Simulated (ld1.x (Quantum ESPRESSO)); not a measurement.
Results of a calculation; reference values are marked as such.
## Potentials for Si (Z = 14) compared

Generated with ld1.x 7.5 (TM, RRKJ, ultrasoft, PAW), atompaw 4.2 or ONCVPSP 4.0.1. The cutoff is in Ry: for ld1.x and atompaw files where the sum of valence levels is converged to 10 mRy in a Bessel basis, for ONCV files where the hardest occupied wave has 1 mHa per electron of residual kinetic energy. The error is the largest all-electron minus pseudo excitation energy over each file’s own four to seven test configurations (ionisations up to +4, promotions, holes and added fractions of an electron), all of which were solved. The labels leave out finer settings (local radius, basis sizes, second energies), which also bear on the numbers. Spin-polarised tests are not counted. The rows are a selection from randomly drawn settings: files with unsolved tests, undetermined cutoffs or missed reference levels are left out.

```csv
potential,cutoff (Ry),largest error (meV),bound ghosts
"TM semilocal, PBE, scalar-relativistic, rc 1.70/1.90/1.65 (spd), local p, core correction yes, reference 3s2 3p1.75",15,+13,none
"PAW, PBE, scalar-relativistic, rc 1.95/2.10 (sp), local smoothed, core correction yes, reference 3s2 3p2",8,-57,none
"PAW, PBE, non-relativistic, rc 1.75/1.80/1.50 (spd), local smoothed, core correction yes, reference 3s2 3p2",10,-56,none
"TM, PBE, scalar-relativistic, rc 1.30/1.45/1.60 (spd), local s, core correction yes, reference 3s2 3p0",40,+35,none
"TM, PBEsol, non-relativistic, rc 1.60/2.05/1.85 (spd), local p, core correction no, reference 3s2 3p2",15,+77,none
"ultrasoft, LDA (PZ), non-relativistic, rc 1.60/2.20 (sp), local smoothed, core correction yes, reference 3s2 3p0",15,+16,none
```

Question: Fill in the row for Si: ultrasoft, LDA (PZ), scalar-relativistic, rc 1.85/1.85 (sp), local smoothed, core correction no, reference 3s1.5 3p2.5.

Answer: cutoff 8 Ry, largest error +178 meV, bound ghosts: none.

Question: Fill in the row for Si: TM, LDA (PZ), non-relativistic, rc 1.65/2.10/2.00 (spd), local smoothed, core correction yes, reference 3s1 3p3.

Answer: cutoff 12 Ry, largest error +83 meV, bound ghosts: none.
